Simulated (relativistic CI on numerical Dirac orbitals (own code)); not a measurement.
A reference radial Dirac CI calculation of Eu I gave the lowest total energy -10830.44705 Ha in 55 SCF steps, from this input:

```
atom Eu  Z=63  charge=0  electrons=63
nucleus A=153  rms_radius_fm=5.1115
hamiltonian dirac-coulomb  breit=on  qed=on  c_scale=1
orbitals kli  potential=per-configuration
slater_scale 1
correlation none
mixing on
grid step=0.0125 r_max=259.4
scf mixing=0.4 start=green max_iterations=150 tolerance=2e-08 node_fill=0.05
configurations
  [Xe] 4f7 6s2
end
```

One setting was then changed (and the iteration limit cut to 98), and the output read:

```
error: configuration [Xe] 4f7 6s2 has 63 electrons, the ion has 62
end: refused
```

Q: Which setting was changed?
A. charge
B. start potential
C. node fill of the KLI weights
D. nuclear radius

A: A. The charge 1. This setting is bad on purpose; its numbers may not be properties of the ion.
